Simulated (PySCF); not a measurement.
C3H8GeO3, SMILES [OH][Ge]([OH])([OH])[CH2]C=C (connectivity only; charge and spin as stated), charge +1, multiplicity 2. Atoms are numbered in the order given.

```xyz
15

O     -0.3378     1.5825     0.5033
Ge    -0.5840    -0.0947     0.1097
O     -1.6365    -0.8193     1.2851
O     -0.8439    -0.4655    -1.5719
C      1.3283    -0.8796     0.3425
C      2.0022    -0.1453    -0.6639
C      2.5991     1.0996    -0.4447
H     -0.9730     1.9603     1.1281
H     -2.0553    -1.6593     1.0516
H     -1.6820    -0.1780    -1.9606
H      1.5297    -0.6224     1.3919
H      1.1497    -1.9447     0.1422
H      2.0093    -0.5544    -1.6814
H      2.5305     1.5943     0.5288
H      3.1461     1.6039    -1.2460
```
Charge +1, spin multiplicity 2.

Geometry: PBE0-D3(BJ)/def2-SVP. The values are those of a single conformer.

These are B3LYP/def2-TZVP in PySCF values and carry that method's errors.

ESP charges are fitted to the potential on shells at 1.4 to 2.0 van der Waals radii. Atomic charges (e):

```json
[
 {"atom": "O1", "Mulliken": "-0.51", "ESP fit": "-0.64", "Mulliken spin": "0.03"},
 {"atom": "Ge2", "Mulliken": "0.86", "ESP fit": "0.90", "Mulliken spin": "0.07"},
 {"atom": "O3", "Mulliken": "-0.46", "ESP fit": "-0.61", "Mulliken spin": "0.05"},
 {"atom": "O4", "Mulliken": "-0.51", "ESP fit": "-0.67", "Mulliken spin": "0.01"},
 {"atom": "C5", "Mulliken": "-0.32", "ESP fit": "-0.43", "Mulliken spin": "0.19"},
 {"atom": "C6", "Mulliken": "-0.01", "ESP fit": "0.18", "Mulliken spin": "0.08"},
 {"atom": "C7", "Mulliken": "-0.10", "ESP fit": "-0.15", "Mulliken spin": "0.60"},
 {"atom": "H8", "Mulliken": "0.36", "ESP fit": "0.48", "Mulliken spin": "0.00"},
 {"atom": "H9", "Mulliken": "0.35", "ESP fit": "0.45", "Mulliken spin": "0.00"},
 {"atom": "H10", "Mulliken": "0.35", "ESP fit": "0.47", "Mulliken spin": "0.00"},
 {"atom": "H11", "Mulliken": "0.20", "ESP fit": "0.23", "Mulliken spin": "0.00"},
 {"atom": "H12", "Mulliken": "0.20", "ESP fit": "0.23", "Mulliken spin": "0.00"},
 {"atom": "H13", "Mulliken": "0.20", "ESP fit": "0.16", "Mulliken spin": "0.00"},
 {"atom": "H14", "Mulliken": "0.19", "ESP fit": "0.20", "Mulliken spin": "-0.02"},
 {"atom": "H15", "Mulliken": "0.20", "ESP fit": "0.19", "Mulliken spin": "-0.02"}
]
```
